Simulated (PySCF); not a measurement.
Computed data sheet: `N#CC(F)(F)[C@@H]1CC=CO1`

Species: C6H5F2NO.
Numbering: `[N:1]#[C:2][C:3]([F:4])([F:5])[C@@H:6]1[CH2:7][CH:8]=[CH:9][O:10]1` (hydrogens: H11 on C6; H12, H13 on C7; H14 on C8; H15 on C9)

Geometry (GFN2-xTB, Å), atoms numbered from 1 in this order:
```xyz
15
C6H5F2NO angstrom
N      0.6085    2.7071   -0.2751
C      1.0688    1.6650   -0.2253
C      1.6099    0.3053   -0.1684
F      2.1289   -0.0384   -1.3822
F      2.6479    0.2473    0.7026
C      0.5129   -0.7160    0.2273
C     -0.6307   -0.7349   -0.8073
C     -1.7513   -0.1275   -0.0079
C     -1.3404    0.0633    1.2351
O     -0.0471   -0.3218    1.4681
H      1.0136   -1.6818    0.3557
H     -0.3883   -0.1520   -1.6978
H     -0.8702   -1.7512   -1.1266
H     -2.7173    0.0872   -0.4140
H     -1.8496    0.4565    2.0938
```

Among its groups: nitrile, C=C double bond, ether and C–F bond.

From GFN2-xTB geometry:

| Property | Result |
| --- | --- |
| Point group of the GFN2-xTB geometry | C1 |
| Rotational constants A, B, C of the GFN2-xTB geometry | 2.078, 1.195, 1.106 GHz |

From B3LYP/def2-SVPD ground state and vertical TDDFT (core frozen in the response) (PySCF):

| Property | Result |
| --- | --- |
| Dipole moment | 3.34 D |
| HOMO energy | -6.77 eV |
| LUMO energy | -0.90 eV |
| HOMO–LUMO gap | 5.87 eV |
| Lowest singlet excitation | 4.98 eV (249 nm, f = 0.003) |
| Strongest line among the 8 lowest singlet transitions | S4 at 6.39 eV (194 nm, f = 0.100) |
| Lowest triplet excitation (Tamm–Dancoff) | 4.10 eV |
| Static isotropic polarisability | 73.3 au |
| Electronic spatial extent ⟨r²⟩ about the centre of nuclear charge | 1181 bohr² |

Monoisotopic mass (most abundant isotopes): 145.0339 u.

No computed singlet falls in the visible range (750 to 380 nm, 1.65 to 3.26 eV); S1 lies 1.72 eV above its blue end. With B = h/(8π²I), that is 505.379 GHz u Å² over I, the principal moments of inertia are 243.2, 423.1 and 456.8 u Å² (most abundant isotopes); the inertial defect Ic − Ia − Ib is -209.5 u Å² (zero for a rigid planar frame, negative otherwise). The vertical singlet–triplet gap S1 − T1 is 0.88 eV (TDDFT singlet less Tamm–Dancoff triplet). The largest Löwdin shares of the LUMO are 0.32 on N1, 0.28 on C2, 0.12 on C3 and 0.09 on F4. The principal polarisabilities are 68.8, 73.4 and 77.6 au; their mean is the isotropic value.

The structure is a single GFN2-xTB conformer in the gas phase; no vibrational or solvent corrections.
